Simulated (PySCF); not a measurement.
## A ladder of Hamiltonians for Tc²⁹⁺ (technetium, charge +29)

Occupied: 1s1/2, 2s1/2, 2p1/2, 2p3/2, 3s1/2, 3p1/2. Hartree-Fock calculated with PySCF 2.14 in an uncontracted even-tempered set (21 s from 2 bohr⁻², ratio 2.3; 15 p from 2.4 bohr⁻², ratio 2.3), Gaussian nucleus throughout. NR is non-relativistic, sf-X2C the spin-free one-electron X2C Hamiltonian, X2C adds the bare one-electron spin-orbit term, X2C-SNSO screens it by Boettger's factors, DC is four-component Dirac-Coulomb, and the Gaunt and Breit terms are added at first order (total energies over the DC spinors, levels after relaxing the spinors in that mean field). QED terms are absent. Levels marked empty are virtual spinors of this ion; the basis has s and p functions only, so 3d, which can lie below the n = 4 levels, is absent.

```tsv
level (eV)	X2C	X2C-SNSO
1s1/2	-22647.4	-22647.6
2s1/2	-4516.3	-4516.4
2p1/2	-4287.5	-4283.3
2p3/2	-4150.8	-4152.8
3s1/2	-1710.6	-1710.6
3p1/2	-1636.0	-1635.1
3p3/2 (empty)	-1543.7	-1544.2
4s1/2 (empty)	-856.77	-856.78
```

**Question.** Where do the four-component calculations put these levels?

**Answer.** 1s1/2: DC -22662.6, DC+Gaunt -22620.8, DC+Breit -22623.5; 2s1/2: DC -4518.1, DC+Gaunt -4514.3, DC+Breit -4514.5; 2p1/2: DC -4283.8, DC+Gaunt -4277.0, DC+Breit -4277.8; 2p3/2: DC -4154.0, DC+Gaunt -4149.3, DC+Breit -4150.0; 3s1/2: DC -1711.0, DC+Gaunt -1710.1, DC+Breit -1710.2; 3p1/2: DC -1635.2, DC+Gaunt -1633.6, DC+Breit -1633.8; 3p3/2 (empty): DC -1544.4, DC+Gaunt -1543.4, DC+Breit -1543.6; 4s1/2 (empty): DC -856.91, DC+Gaunt -856.58, DC+Breit -856.62 (eV).

```tsv
Hamiltonian	E (hartree)	E − E(DC) (hartree)	CPU seconds
X2C	-3668.8744	0.7405	0.63
X2C-SNSO	-3668.7524	0.8624	0.63
DC	-3669.6149	0.0000	26
DC+Gaunt	-3666.9808	2.6341	46
DC+Breit	-3667.2180	2.3968	130
```

Weight of the small component: 1s1/2 0.0247, 2s1/2 0.00526, 2p1/2 0.00521, 2p3/2 0.00502, 3s1/2 0.00186, 3p1/2 0.00182, 3p3/2 0.00175, 4s1/2 0.000883.

Koopmans' value for the highest occupied level at DC+Breit: 1633.8 eV, against an ionisation energy of 1638 ± 4 eV (semi-empirical (NIST evaluation); NIST Atomic Spectra Database, ionization energies); the former lacks relaxation, correlation, QED and recoil.

The whole ladder took 210 s of wall time on 1 thread of Neoverse-N1 (shared host), launched as `OMP_NUM_THREADS=1 python relrun2.py TASK.json OUT` (a driver that calls PySCF for each Hamiltonian).

Dirac-Coulomb iterations, started from the X2C spinors:

```
with_ssss True, with_gaunt False, with_breit False
light speed = 137.03599967994
init E= -3662.48804218836
cycle= 1 E= -3669.61468433383  delta_E= -7.13  |g|= 0.662  |ddm|= 0.061
cycle= 2 E= -3669.61487799976  delta_E= -0.000194  |g|= 0.0112  |ddm|= 0.00666
cycle= 3 E= -3669.61487853082  delta_E= -5.31e-07  |g|= 0.00061  |ddm|= 0.000522
cycle= 4 E= -3669.61487853247  delta_E= -1.65e-09  |g|= 2.89e-06  |ddm|= 2.38e-05
```
